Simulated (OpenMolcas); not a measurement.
**Au3+: moving or changing the point charges**

Au3+ among 6 point charges of -1.5 e arranged as a trigonal prism (D3h), 2.1 Å from the ion, with a polar angle of 56.0° against the regular 49.1°.

```
Program             : OpenMolcas 26.06
Method              : CASSCF
Basis               : ANO-RCC-VDZP [7s6p4d2f]
Scalar Hamiltonian  : DKH2, point nucleus
Active space        : 8 electrons in 5 orbitals (5d)
State averaging     : 2S+1 = 3 even, 10 roots; 2S+1 = 1 even, 15 roots
Spin-orbit coupling : state interaction with AMFI integrals over the reference wave functions
```

Runs around this geometry, states (labels of D3, the rotations of D3h). Energies in cm-1 above the lowest state or level, χT in cm3 K/mol.

```tsv
R (Å)	q (e)	Polar angle / regular	Ground state	First state of that spin	First gap with spin-orbit (degeneracies)	χT at 300 K	First state of another spin
2.1	-1.5	1.05	3A2	3E 3100	819.3 (1, 2)	1.850	1E 13859
2.1	-1.2	1.14	3A2	3A1 730.5	111.1 (1, 2)	2.860	1E 13217
1.93	-1.5	1.14	3A2	3A1 1770	689.4 (1, 2)	1.700	1E 13997
2.1	-1.5	1.14	3A2	3A1 1008	250.3 (1, 2)	2.526	1E 13525
2.23	-1.5	1.14	3A2	3A1 667.0	80.5 (1, 2)	2.917	1E 13156
```

Taking the first state of the same spin as R^-n, n = -ln(667 / 1770) / ln(2.23 / 1.93) = 6.8 between the shortest and longest distance.

Scaling the charges by -1.2 / -1.5 = 0.80 scales the first state of the same spin by 730.5 / 1008 = 0.72; with fixed orbitals a first-order splitting would follow the charge.

Without dynamic correlation the repulsion within the d shell is too large (B by tens of per cent), so at a given field states of lower spin stand too high. Real 4d8 and 5d8 ions are as a rule square planar and diamagnetic. Spin-orbit coupling mixes the spin-free states strongly: the lowest level takes only 61 % from its leading state, 3A2 (figures for R = 2.1, q = -1.5, ratio = 1.05; the like holds for R = 2.1, q = -1.2, ratio = 1.14, R = 1.93, q = -1.5, ratio = 1.14, R = 2.1, q = -1.5, ratio = 1.14, R = 2.23, q = -1.5, ratio = 1.14). The ground term spreads over less than 5000 cm-1, several times less than with real ligands, so orbital moments are less quenched and χT lies further from the spin-only value than at real sites (holds for R = 2.1, q = -1.2, ratio = 1.14; R = 2.23, q = -1.5, ratio = 1.14). Point charges carry no covalency, so the field is a model and not that of real ligands. No measured value stands beside these numbers.
